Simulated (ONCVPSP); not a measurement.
Scattering properties, ONCV potential for Tc

ONCVPSP 4.0.1 input, shortened (lines: element, Z, core and valence counts, functional; n l f; lmax; l rc ep ncon nbas qcut; lloc lpopt rc5 dvloc0; l nproj debl; icmod fcfact rcfact), PBEsol, fully relativistic:

```
  Tc 43.00    8    2  -116133      upf
    1    0    2.00
    2    0    2.00
    2    1    6.00
    3    0    2.00
    3    1    6.00
    3    2   10.00
    4    0    2.00
    4    1    6.00
    4    2    5.00
    5    0    2.00
    3
    0    2.45    0.00    4    7    2.70
    1    2.40    0.04    5    8    2.90
    2    1.35    0.00    5   10    7.00
    3    2.55    0.04    4    8    4.60
    4    4    1.20    0.00
    0    2    2.20
    1    3    2.90
    2    2    1.70
    3    3    2.20
    1    0.75    0.00
```

Open shells are filled in proportion to 2j + 1.

The phase is arctan(r·R′/R) of the radial function R(r), unwrapped; energies in Ha, scanned from -2 to 5 Ha. A pole is an energy at which the radial function vanishes at the test radius. The pseudo phase is shifted by a multiple of π to meet the all-electron one at the reference energy, and phase errors are pseudo minus all-electron; the curves can meet again beyond the range given. Levels narrower than the energy grid can be missing from the lists of poles.

| channel | radius (bohr) | reference energy (Ha) | poles, all-electron | poles, pseudo | unbroken range about the reference energy with phases within 0.05 rad | phase error 1 Ha above the reference energy (rad) |
| --- | --- | --- | --- | --- | --- | --- |
| s | 2.49 | -0.19 | 1.43 | -1.82, 1.43, 4.33 | -1.8 to 3.0 | -0.001 |
| p3/2 | 2.43 | 0.04 | -1.56, 2.32 | -1.59, 2.32 | above -1.6 | -0.000 |
| p1/2 | 2.43 | 0.04 | -1.68, 2.21 | -1.49, 2.21 | above -1.3 | +0.001 |
| d5/2 | 1.37 | -0.24 | 2.85 | 2.85 | the whole range | -0.000 |
| d3/2 | 1.37 | -0.25 | 2.79 | 2.79 | the whole range | -0.000 |
| f7/2 | 2.58 | 0.04 | 1.57, 4.27 | 1.57, 4.27 | the whole range | -0.000 |
| f5/2 | 2.58 | 0.04 | 1.57, 4.26 | 1.57, 4.26 | the whole range | -0.000 |

Note: ghosts flagged at negative energy: s at -49.8 eV, p3/2 at -45.1 eV, p1/2 at -41.7 eV; GHOST(+) flagged for p1/2 at 227.3 eV. A true bound ghost makes a file unfit for plane-wave use.

Phases in the p1/2 channel:

```
E (Ha)  all-electron  pseudo
 -1.98         1.097   1.220
 -1.80        -0.559   1.123
 -1.62        -1.671   0.256
 -1.44        -1.787  -1.667
 -1.26        -1.848  -1.811
 -1.08        -1.900  -1.883
 -0.90        -1.957  -1.948
 -0.72        -2.027  -2.022
 -0.54        -2.124  -2.120
 -0.36        -2.266  -2.265
 -0.18        -2.495  -2.495
  0.00        -2.871  -2.871
  0.18        -3.382  -3.382
  0.36        -3.834  -3.833
  0.54        -4.123  -4.122
  0.72        -4.298  -4.298
  0.90        -4.411  -4.410
  1.08        -4.489  -4.488
  1.26        -4.545  -4.545
  1.44        -4.590  -4.589
  1.62        -4.625  -4.625
  1.80        -4.656  -4.655
  1.98        -4.682  -4.682
  2.16        -4.706  -4.706
  2.34        -4.729  -4.729
  2.52        -4.751  -4.751
  2.70        -4.773  -4.773
  2.88        -4.796  -4.796
  3.06        -4.822  -4.822
  3.24        -4.852  -4.852
  3.42        -4.888  -4.888
  3.60        -4.933  -4.933
  3.78        -4.996  -4.996
  3.96        -5.091  -5.090
  4.14        -5.251  -5.250
  4.32        -5.565  -5.564
  4.50        -6.189  -6.186
  4.68        -6.881  -6.879
  4.86        -7.256  -7.256
```
